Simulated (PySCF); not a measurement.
Nb (SMILES [Nb]), sextet (core potentials on Nb); PySCF with DF-WB97X-V/def2-SVP.

PySCF was given this input:
```python
from pyscf import gto, scf, dft

mol = gto.M(
    atom='''
Nb    0.000000    0.000000    0.000000
''',
    basis='def2-svp',
    ecp={'Nb': 'def2-svp'},
    charge=0,
    spin=5,
    verbose=4,
)

mf = dft.UKS(mol)
mf.xc = 'wb97x_v'
mf = mf.density_fit(auxbasis='def2-universal-jkfit')
mf.kernel()
```

Predict the main parts of the log of this PySCF run.


```
PySCF version 2.14.0

[INPUT] verbose = 4
[INPUT] num. atoms = 1
[INPUT] num. electrons = 13
[INPUT] charge = 0
[INPUT] spin (= nelec alpha-beta = 2S) = 5
[INPUT] symmetry False subgroup None
[INPUT] Mole.unit = angstrom
[INPUT] Symbol           X                Y                Z      unit          X                Y                Z       unit  Magmom
[INPUT]  1 Nb     0.000000000000   0.000000000000   0.000000000000 AA    0.000000000000   0.000000000000   0.000000000000 Bohr   0.0

nuclear repulsion = 0
number of shells = 11
number of NR pGTOs = 57
number of NR cGTOs = 31
basis = def2-svp
ecp = {'Nb': 'def2-svp'}

******** <class 'pyscf.df.df_jk.DFUKS'> ********
method = DFUKS
initial guess = minao
damping factor = 0
level_shift factor = 0
DIIS = <class 'pyscf.scf.diis.CDIIS'>
diis_start_cycle = 1
diis_space = 8
diis_damp = 0
SCF conv_tol = 1e-09
SCF conv_tol_grad = None
SCF max_cycles = 50
direct_scf = False
number electrons alpha = 9  beta = 4
XC library pyscf.dft.libxc version 7.1.2
    S. Lehtola, C. Steigemann, M. J. T. Oliveira, and M. A. L. Marques,  SoftwareX 7, 1–5 (2018)
XC functionals = wb97x_v
    N. Mardirossian and M. Head-Gordon,  Phys. Chem. Chem. Phys. 16, 9904–9924 (2014)
radial grids:
    Treutler-Ahlrichs [JCP 102, 346 (1995); DOI:10.1063/1.469408] (M4) radial grids

becke partition: Becke, JCP 88, 2547 (1988); DOI:10.1063/1.454033
pruning grids: <function nwchem_prune>
grids dens level: 3
symmetrized grids: False
atomic radii adjust function: <function treutler_atomic_radii_adjust>
** Following is NLC and NLC Grids **
NLC functional = wb97x_v
radial grids:
    Treutler-Ahlrichs [JCP 102, 346 (1995); DOI:10.1063/1.469408] (M4) radial grids

becke partition: Becke, JCP 88, 2547 (1988); DOI:10.1063/1.454033
pruning grids: <function nwchem_prune>
grids dens level: 3
symmetrized grids: False
atomic radii adjust function: <function treutler_atomic_radii_adjust>
small_rho_cutoff = 0
Set gradient conv threshold to 3.16228e-05
tot grids = 22440
tot grids = 22440
******** <class 'pyscf.df.df.DF'> ********
auxbasis = def2-universal-jkfit
Create RSH-DF object <pyscf.df.df.DF object> for omega=0.3
******** <class 'pyscf.df.df.DF'> ********
auxbasis = auxmol.basis = def2-universal-jkfit
init E= -49.4160821195867

cycle= 1 E= -56.3694661487572  delta_E= -6.95  |g|= 0.597  |ddm|= 2.53
cycle= 2 E= -56.4536515118707  delta_E= -0.0842  |g|= 0.64  |ddm|= 2.83
cycle= 3 E= -56.7302714097843  delta_E= -0.277  |g|= 0.123  |ddm|= 1.74
cycle= 4 E= -56.7490161871529  delta_E= -0.0187  |g|= 0.0194  |ddm|= 0.711
cycle= 5 E= -56.7503499247011  delta_E= -0.00133  |g|= 0.00559  |ddm|= 0.253
cycle= 6 E= -56.7504625421451  delta_E= -0.000113  |g|= 0.001  |ddm|= 0.0934
cycle= 7 E= -56.750463310535  delta_E= -7.68e-07  |g|= 0.000157  |ddm|= 0.00362
cycle= 8 E= -56.7504634805424  delta_E= -1.7e-07  |g|= 0.000152  |ddm|= 0.000665
cycle= 9 E= -56.75046356136  delta_E= -8.08e-08  |g|= 0.000153  |ddm|= 0.000308
cycle= 10 E= -56.7504618853753  delta_E= 1.68e-06  |g|= 0.000132  |ddm|= 0.00687
cycle= 11 E= -56.7504596396882  delta_E= 2.25e-06  |g|= 0.000103  |ddm|= 0.0123
cycle= 12 E= -56.750458657604  delta_E= 9.82e-07  |g|= 6.17e-05  |ddm|= 0.0102
cycle= 13 E= -56.7504583916837  delta_E= 2.66e-07  |g|= 3.09e-05  |ddm|= 0.00582
cycle= 14 E= -56.7504583372026  delta_E= 5.45e-08  |g|= 4.29e-06  |ddm|= 0.00434
cycle= 15 E= -56.7504583371931  delta_E= 9.51e-12  |g|= 1.65e-06  |ddm|= 0.000139
Extra cycle  E= -56.7504583372062  delta_E= -1.32e-11  |g|= 1.29e-06  |ddm|= 1.2e-05
converged SCF energy = -56.7504583372062  <S^2> = 8.7512316  2S+1 = 6.0004105
```
